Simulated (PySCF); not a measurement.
Problem. Give a PBE0-D3(BJ)/def2-SVP geometry of `I[Si](I)(I)I`.

Solution. 
```xyz
5
SiI4 angstrom
I     -1.4602    1.0647   -1.6313
Si     0.0075   -0.0084   -0.0061
I      1.9614    1.4020    0.3733
I     -1.1902   -0.3155    2.0971
I      0.7162   -2.1763   -0.8724
```

Orientation and origin are arbitrary. Atoms count from 1 in this order. Si2 (four-coordinate silicon) is tetrahedral (angles from 109.2° to 109.7°). All 4 I–Si bonds measure 2.439 to 2.440 Å.

Bonds between heavy atoms (Å): I1–Si2 2.439, Si2–I3 2.439, Si2–I4 2.440, Si2–I5 2.440.

Computed, not measured: PySCF 2.14.0, PBE0-D3(BJ)/def2-SVP geometry optimisation, gas phase, def2 core potentials past Kr.

Point group: Td (tolerance 0.08 Å). Stationary, but not proved a minimum.

***

Task: What does the PBE0-D3(BJ)/def2-SVP structure of InChI=1S/CH4BrClSi/c2-4-1-3/h1,4H2 look like in three dimensions?

Result: 
```
atom  x, y, z in Å
Cl1   -1.701   -0.482    0.380
C2    -0.491    0.838    0.400
Si3    1.197    0.032    0.172
Br4    2.746    1.635    0.183
H5    -0.726    1.542   -0.411
H6    -0.569    1.371    1.358
H7     1.252   -0.669   -1.137
H8     1.471   -0.898    1.299
```

Orientation and origin are arbitrary. Atoms count from 1 in this order. The 4 heavy atoms lie in one plane (0.002 Å rms). Si3 (SiH2 silicon) is tetrahedral (angles from 108.3° to 111.4°).

Bonds between heavy atoms (Å): Cl1–C2 1.791, C2–Si3 1.884, Si3–Br4 2.229.

Method used: PBE0-D3(BJ)/def2-SVP geometry optimisation, gas phase (PySCF).

Point group: Cs (tolerance 0.08 Å). No frequency check. The numbers are those of one conformer (Cl1–C2–Si3–Br4 180°).
